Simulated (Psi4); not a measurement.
Psi4 input (wB97X-D/6-31G*):

```
memory 1500 MB

molecule {
0 2
N    -0.81979100   -1.19475500    0.79061300
Si    0.06719800    0.19909700    0.32565900
N     1.38586200   -0.38353100   -0.60524700
O    -0.63050400    1.29067500   -0.72287600
H    -1.43368800   -1.19239500    1.58762000
H    -1.05156200   -1.92037400    0.12606700
H     1.89189500    0.24322300   -1.21118900
H     1.97210200   -1.11890500   -0.24421300
H    -1.23797500    1.92368900   -0.33206200
symmetry c1
no_reorient
no_com
}

set {
  basis 6-31G*
  reference uks
  scf_type pk
  dft_radial_points 99
  dft_spherical_points 590
  e_convergence 1e-8
  d_convergence 1e-7
  maxiter 150
}

e = energy('wb97x-d')
print_out(f'\nFINAL {e:.10f} DIPOLE {variable("CURRENT DIPOLE")[0]:.6f} {variable("CURRENT DIPOLE")[1]:.6f} {variable("CURRENT DIPOLE")[2]:.6f}\n')
```

Output:

```
   => Loading Basis Set <=

    Name: 6-31G*
    Role: ORBITAL
    Keyword: BASIS
    atoms 1, 3 entry N          line   128 file 6-31gs.gbs
    atoms 2    entry SI         line   268 file 6-31gs.gbs
    atoms 4    entry O          line   145 file 6-31gs.gbs
    atoms 5-9  entry H          line    44 file 6-31gs.gbs

   => WB97X-D: Empirical Dispersion <=

    Chai and Head-Gordon Dispersion Correction
    Chai, J.-D.; Head-Gordon, M. (2010), J. Chem. Phys., 132: 6615-6620

        s6 =       1.000000

         ---------------------------------------------------------
                                   SCF
               by Justin Turney, Rob Parrish, Andy Simmonett
                          and Daniel G. A. Smith
                              UKS Reference
         ---------------------------------------------------------

  ==> Geometry <==

    Molecular point group: c1
    Full point group: C1

    Geometry (in Angstrom), charge = 0, multiplicity = 2:

       Center              X                  Y                   Z               Mass
    ------------   -----------------  -----------------  -----------------  -----------------
         N           -0.819791000000    -1.194755000000     0.790613000000    14.003074004430
         SI           0.067198000000     0.199097000000     0.325659000000    27.976926534650
         N            1.385862000000    -0.383531000000    -0.605247000000    14.003074004430
         O           -0.630504000000     1.290675000000    -0.722876000000    15.994914619570
         H           -1.433688000000    -1.192395000000     1.587620000000     1.007825032230
         H           -1.051562000000    -1.920374000000     0.126067000000     1.007825032230
         H            1.891895000000     0.243223000000    -1.211189000000     1.007825032230
         H            1.972102000000    -1.118905000000    -0.244213000000     1.007825032230
         H           -1.237975000000     1.923689000000    -0.332062000000     1.007825032230

  Running in c1 symmetry.

  Rotational constants: A =      0.24398  B =      0.20403  C =      0.12286 [cm^-1]
  Rotational constants: A =   7314.48085  B =   6116.78740  C =   3683.14641 [MHz]
  Nuclear repulsion =  175.294794954372605

  Charge       = 0
  Multiplicity = 2
  Electrons    = 41
  Nalpha       = 21
  Nbeta        = 20

  ==> Algorithm <==

  SCF Algorithm Type is PK.
  DIIS enabled.
  MOM disabled.
  Fractional occupation disabled.
  Guess Type is SAD.
  Energy threshold   = 1.00e-08
  Density threshold  = 1.00e-07
  Integral threshold = 1.00e-12

  ==> Primary Basis <==

  Basis Set: 6-31G*
    Blend: 6-31G*
    Number of shells: 36
    Number of basis functions: 74
    Number of Cartesian functions: 74
    Spherical Harmonics?: false
    Max angular momentum: 2

  ==> DFT Potential <==

   => LibXC <=

    Version 7.1.2
    S. Lehtola, C. Steigemann, M. J. T. Oliveira, and M. A. L. Marques,  SoftwareX 7, 1–5 (2018) (10.1016/j.softx.2017.11.002)

   => Composite Functional: WB97X-D <=

    wB97X-D Hyb-GGA Exchange-Correlation Functional

    J.-D. Chai and M. Head-Gordon,  Phys. Chem. Chem. Phys. 10, 6615–6620 (2008) (10.1039/B810189B)

    Deriv               =              1
    GGA                 =           TRUE
    Meta                =          FALSE

    Exchange Hybrid     =           TRUE
    MP2 Hybrid          =          FALSE

   => Exchange-Correlation Functionals <=

    1.0000   wB97X-D range-separated functional

   => Exact (HF) Exchange <=

    0.7780            HF,LR [omega = 0.2000]
    0.2220               HF

   => LibXC Density Thresholds  <==

    XC_HYB_GGA_XC_WB97X_D:  1.00E-14

   => Molecular Quadrature <=

    Radial Scheme          =       TREUTLER
    Pruning Scheme         =           NONE
    Nuclear Scheme         =       TREUTLER

    Blocking Scheme        =         OCTREE
    BS radius alpha        =              1
    Pruning alpha          =              1
    Radial Points          =             99
    Spherical Points       =            590
    Total Points           =         499968
    Total Blocks           =           3565
    Max Points             =            256
    Max Functions          =             73
    Weights Tolerance      =       1.00E-15

  ==> Integral Setup <==

  Using in-core PK algorithm.
   Calculation information:
      Number of atoms:                   9
      Number of AO shells:              36
      Number of primitives:             92
      Number of atomic orbitals:        74
      Number of basis functions:        74

      Integral cutoff                 1.00e-12
      Number of threads:                 1

  Performing in-core PK
  Using 11555100 doubles for integral storage.
  We computed 209355 shell quartets total.
  Whereas there are 222111 unique shell quartets.

  Computing range-separated integrals for PK
  We computed 209355 wK shell quartets total.
  Whereas there are 222111 wK unique shell quartets.

  ==> DiskJK: Disk-Based J/K Matrices <==

    J tasked:                  Yes
    K tasked:                  Yes
    wK tasked:                 Yes
    Omega:               2.000E-01
    Schwarz Cutoff:          1E-12


  Cached 50.0% of DFT collocation blocks in 0.426 [GiB].

  Minimum eigenvalue in the overlap matrix is 8.9639784572E-03.
  Reciprocal condition number of the overlap matrix is 1.4459778079E-03.
    Using symmetric orthogonalization.

  ==> Pre-Iterations <==

  SCF Guess: Superposition of Atomic Densities via on-the-fly atomic UHF (no occupation information).

   -------------------------
    Irrep   Nso     Nmo
   -------------------------
     A         74      74
   -------------------------
    Total      74      74
   -------------------------

  ==> Iterations <==

                        Total Energy        Delta E     RMS |[F,P]|

   @UKS iter SAD:  -476.40003225530683   -4.76400e+02   0.00000e+00
   @UKS iter   1:  -476.79573684347838   -3.95705e-01   1.30884e-02 ADIIS/DIIS
   @UKS iter   2:  -476.80104310634471   -5.30626e-03   1.32284e-02 ADIIS/DIIS
   @UKS iter   3:  -477.18136124271990   -3.80318e-01   7.81238e-04 ADIIS/DIIS
   @UKS iter   4:  -477.18252117094522   -1.15993e-03   4.57526e-04 ADIIS/DIIS
   @UKS iter   5:  -477.18297458142320   -4.53410e-04   1.15553e-04 ADIIS/DIIS
   @UKS iter   6:  -477.18301166413988   -3.70827e-05   1.92383e-05 DIIS
   @UKS iter   7:  -477.18301419147747   -2.52734e-06   7.66625e-06 DIIS
   @UKS iter   8:  -477.18301453617079   -3.44693e-07   4.31130e-06 DIIS
   @UKS iter   9:  -477.18301465864141   -1.22471e-07   1.22659e-06 DIIS
   @UKS iter  10:  -477.18301467417831   -1.55369e-08   3.60441e-07 DIIS
   @UKS iter  11:  -477.18301467616834   -1.99003e-09   1.16623e-07 DIIS
   @UKS iter  12:  -477.18301467641226   -2.43915e-10   3.26552e-08 DIIS
  Energy and wave function converged.

  ==> Post-Iterations <==

   Electrons on quadrature grid:
      Nalpha   =   20.9999993426 ; deviation = -6.574e-07
      Nbeta    =   19.9999993985 ; deviation = -6.015e-07
      Ntotal   =   40.9999987411 ; deviation = -1.259e-06

   @Spin Contamination Metric:   1.963609111E-03
   @S^2 Expected:                7.500000000E-01
   @S^2 Observed:                7.519636091E-01
   @S   Expected:                5.000000000E-01
   @S   Observed:                5.000000000E-01

    Orbital Energies [Eh]
    ---------------------

    Alpha Occupied:

       1A    -66.294930     2A    -19.256388     3A    -14.423546
       4A    -14.421858     5A     -5.401346     6A     -3.748280
       7A     -3.745873     8A     -3.745099     9A     -1.085854
      10A     -0.945493    11A     -0.923824    12A     -0.633282
      13A     -0.580038    14A     -0.569548    15A     -0.534046
      16A     -0.485291    17A     -0.455164    18A     -0.410490
      19A     -0.356073    20A     -0.332935    21A     -0.242403

    Alpha Virtual:

      22A      0.144794    23A      0.158264    24A      0.162508
      25A      0.232033    26A      0.237000    27A      0.250399
      28A      0.256452    29A      0.286890    30A      0.333854
      31A      0.404850    32A      0.456091    33A      0.479881
      34A      0.583878    35A      0.672331    36A      0.778994
      37A      0.788732    38A      0.810332    39A      0.882910
      40A      0.925936    41A      0.947864    42A      0.992812
      43A      0.996546    44A      1.013388    45A      1.025495
      46A      1.054191    47A      1.093702    48A      1.114687
      49A      1.126272    50A      1.137299    51A      1.170485
      52A      1.227066    53A      1.268218    54A      1.344877
      55A      1.444255    56A      1.770505    57A      1.794965
      58A      1.845709    59A      1.892534    60A      1.942619
      61A      1.995919    62A      2.115961    63A      2.240076
      64A      2.282556    65A      2.379856    66A      2.477230
      67A      2.481873    68A      2.532358    69A      2.594372
      70A      2.729269    71A      3.098863    72A      3.754087
      73A      3.814219    74A      3.845100

    Beta Occupied:

       1A    -66.292327     2A    -19.253646     3A    -14.421043
       4A    -14.420060     5A     -5.398350     6A     -3.744304
       7A     -3.743360     8A     -3.741127     9A     -1.078333
      10A     -0.939586    11A     -0.918570    12A     -0.626150
      13A     -0.577061    14A     -0.562440    15A     -0.527971
      16A     -0.478831    17A     -0.436396    18A     -0.403901
      19A     -0.337399    20A     -0.329100

    Beta Virtual:

      21A      0.006278    22A      0.155276    23A      0.164936
      24A      0.168014    25A      0.233771    26A      0.238923
      27A      0.256502    28A      0.261631    29A      0.295200
      30A      0.341548    31A      0.409359    32A      0.466293
      33A      0.490023    34A      0.601818    35A      0.694413
      36A      0.793123    37A      0.796224    38A      0.825059
      39A      0.891243    40A      0.933789    41A      0.954555
      42A      0.995204    43A      0.999088    44A      1.016581
      45A      1.028311    46A      1.057558    47A      1.101903
      48A      1.118190    49A      1.138247    50A      1.147060
      51A      1.172314    52A      1.230139    53A      1.270964
      54A      1.347515    55A      1.446548    56A      1.775519
      57A      1.798271    58A      1.849546    59A      1.899513
      60A      1.948788    61A      2.001936    62A      2.120946
      63A      2.244457    64A      2.287628    65A      2.385029
      66A      2.480935    67A      2.484077    68A      2.536984
      69A      2.597779    70A      2.734883    71A      3.116428
      72A      3.758593    73A      3.817805    74A      3.849777

    Final Occupation by Irrep:
              A
    DOCC [    20 ]
    SOCC [     1 ]
    NA   [    21 ]
    NB   [    20 ]

  @UKS Final Energy:  -477.18301467641226

   => Energetics <=

    Nuclear Repulsion Energy =            175.2947949543726054
    One-Electron Energy =               -1006.2351604348322098
    Two-Electron Energy =                 385.8279016981059044
    DFT Exchange-Correlation Energy =     -32.0685552752921126
    Empirical Dispersion Energy =          -0.0019956187664266
    VV10 Nonlocal Energy =                  0.0000000000000000
    Total Energy =                       -477.1830146764122560

  UHF NO Occupations:
  HONO-2 :   19  A 1.9997930
  HONO-1 :   20  A 1.9993977
  HONO-0 :   21  A 1.0000000
  LUNO+0 :   22  A 0.0006023
  LUNO+1 :   23  A 0.0002070
  LUNO+2 :   24  A 0.0000590
  LUNO+3 :   25  A 0.0000534

Computation Completed

Properties will be evaluated at   0.000000,   0.000000,   0.000000 [a0]

Properties computed using the SCF density matrix

 Multipole Moments:

 ------------------------------------------------------------------------------------
     Multipole            Electronic (a.u.)      Nuclear  (a.u.)        Total (a.u.)
 ------------------------------------------------------------------------------------

 L = 1.  Multiply by 2.5417464519 to convert [e a0] to [Debye]
 Dipole X            :         -0.1595470            0.0000170           -0.1595300
 Dipole Y            :         -0.1510693           -0.0000113           -0.1510807
 Dipole Z            :          0.3196492            0.0000057            0.3196549
 Magnitude           :                                                    0.3878845

 ------------------------------------------------------------------------------------

FINAL -477.1830146764 DIPOLE -0.159530 -0.151081 0.319655

*** Psi4 exiting successfully. Buy a developer a beer!
```

The geometry given is a B3LYP-D3(BJ)/def2-TZVP minimum.
